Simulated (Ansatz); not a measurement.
Geometry optimisation, RHF/def2-SVP (Ansatz).

input.yaml

```yaml
crystal:
  periodic: [false, false, false]
  atoms:
    - { symbol: Ge, position_ang: [0.0, 0.0, 0.0] }
    - { symbol: F, position_ang: [0.0, 0.0, 2.03] }
    - { symbol: Cl, position_ang: [2.0935, 0.0, -0.7393] }
    - { symbol: Cl, position_ang: [-1.0456, 1.8115, -0.7393] }
    - { symbol: Cl, position_ang: [-1.0456, -1.8115, -0.7393] }
    - { symbol: O, position_ang: [-1.9644, 0.0, 0.6527] }
    - { symbol: Si, position_ang: [-3.2043, -0.9102, -0.023] }
    - { symbol: H, position_ang: [-2.7034, -2.2382, -0.3652] }
    - { symbol: H, position_ang: [-4.2964, -1.0354, 0.9379] }
    - { symbol: H, position_ang: [-3.6923, -0.249, -1.2298] }
    - { symbol: H, position_ang: [-1.1899, 0.0, 1.7453] }
basis:
  gaussian: { orbitals: def2-SVP }
hamiltonian:
  xc: hf
relax:
  f_tol: 0.15
  max_steps: 25
  restrain:
    - { distance: [0, 5], at: 1.77, k: 30.0 }
    - { distance: [10, 1], at: 0.92, k: 30.0 }
    - { distance: [0, 1], at: 2.88, k: 30.0 }
    - { distance: [10, 5], at: 2.21, k: 30.0 }
```

Command:

```bash
$ ansatz run input.yaml --threads 4 --pin off --max-ram 5120MiB --backend cpu --events-out ev --progress --plain --runs-dir out
```

Q: Where does it end, and by what steps?

A: It converged. The restraints hold the end off the free minimum. After 16 steps the energy has fallen by 6.746 eV (the restraints' own energy left out); Cl5 moved furthest, 1.96 Å. The start is strongly strained (largest force component 8 eV/Å), so its close contacts needn't be bonds. Parted: Ge1–F2 (2.03 → 2.89 Å), Cl5–Si7 (2.45 → 3.75 Å). Joined: F2–H11 (1.22 → 0.91 Å).

```
step  energy less start (eV)  largest force component (eV/Å)  accepted
   0                  0.0000                           8.347       yes
   1                 -0.8962                           6.258       yes
   2                 -1.8023                           4.906       yes
   3                 -3.3424                           2.839       yes
   4                 -4.4921                           1.624       yes
   5                 -5.1522                           0.946       yes
   6                 -5.5900                           0.879       yes
   7                 -5.9551                           0.504       yes
   8                 -6.2015                           0.530       yes
   9                 -6.3324                           0.677       yes
  10                 -6.4284                           0.679       yes
  11                 -6.4909                           1.561       yes
  12                 -6.5958                           1.181       yes
  13                 -6.6778                           0.483       yes
  14                 -6.7155                           0.532       yes
  15                 -6.7233                           0.527       yes
  16                 -6.7457                           0.458       yes
```

```xyz
11
Properties=species:S:1:pos:R:3
Ge -0.307 -0.099 -0.556
F -0.321 0.965 2.129
Cl 1.460 -0.889 0.302
Cl -0.213 1.992 -0.877
Cl -0.558 -1.028 -2.473
O -1.725 -0.542 0.368
Si -3.245 -1.194 0.143
H -3.136 -2.642 -0.122
H -4.002 -0.962 1.389
H -3.911 -0.519 -0.990
H -1.089 0.485 2.215
```

Run time: 23 s on 4 threads of AMD EPYC 9R45 96-Core Processor (Zen 5), with other jobs on the host, peak memory 0.55 GiB.
